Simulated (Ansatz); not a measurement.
Two structures of GaH$_{5}$SO, closed shell, reached by relaxing down either side of one saddle point (PBE0-D4/def2-TZVP). Energies are electronic, without zero-point energy. Program: Ansatz 0.2.0. Basis: def2-TZVPP and def2-QZVPP. Cores are frozen in the correlated methods. Filled d shells of the heavier atoms are correlated. The def2 sets are not built for correlating such inner shells, so the correlated values are less sure here. Extrapolation: Hartree–Fock as exp(−7.88 √X), correlation as X^−2.97. First:

```xyz
8
angstrom
Ga -0.7887 0.0826 -0.5255
S 0.9289 1.5415 -0.7159
H -0.8550 -1.0555 -1.5909
H -1.9859 0.6482 0.3129
H 1.0231 -0.3136 1.1030
O 0.2617 -0.9177 1.1042
H 1.5899 0.8331 -1.6453
H -0.1742 -0.8185 1.9573
```

Second:

```
8
angstrom
Ga -0.9657 -0.3151 -0.1875
S 1.0674 1.4156 -0.4671
H -0.8149 -0.9840 -1.5933
H -2.1061 0.6593 0.2730
H 1.6665 0.5592 0.3817
O -0.0521 -1.1738 1.1326
H 1.5975 0.8180 -1.5468
H -0.3927 -0.9792 2.0072
```

Q: Which bonds change from the first to the second?

A: GaH₃S ([SH][GaH2]) + H₂O → GaH₃O ([OH][GaH2]) + H₂S (still joined by a long Ga–S bond); bonds formed: S2–H5; dative contacts that become bonds: Ga1–O6; bonds broken: H5–O6; bonds weakened to dative contacts: Ga1–S2.

Q: Give the saddle point's structure and its height above each. (To be estimated.)

A: The calculation gives: 18.99 kcal/mol above the first and 5.02 kcal/mol above the second (CCSD(T) at an estimated basis limit (MP2 extrapolated from triple and quadruple zeta, plus CCSD(T) − MP2 in triple zeta)).
```csv
atom,x (Å),y (Å),z (Å)
Ga1,-0.9346,-0.1671,-0.3227
S2,1.0503,1.3738,-0.4411
H3,-0.9238,-0.9983,-1.6408
H4,-2.0951,0.6568,0.3249
H5,1.0338,0.2763,0.5510
O6,0.2426,-0.8999,0.9874
H7,1.7041,0.6337,-1.3514
H8,-0.0773,-0.8753,1.8926
```

No T1 diagnostic of these runs exceeds 0.014.

Labels in which every atom is bracketed show which atoms are joined, not bond orders.

For scale, one of the runs: CCSD(T)/def2-TZVPP, 191 basis functions, launched by `ansatz run in.yaml --threads 4 --pin off --events-out ev --progress --plain --max-ram 9574MiB`. Hardware: 4 CPU threads of an Intel Xeon, shared host. Wall time 78 s; peak host memory 2 GiB.
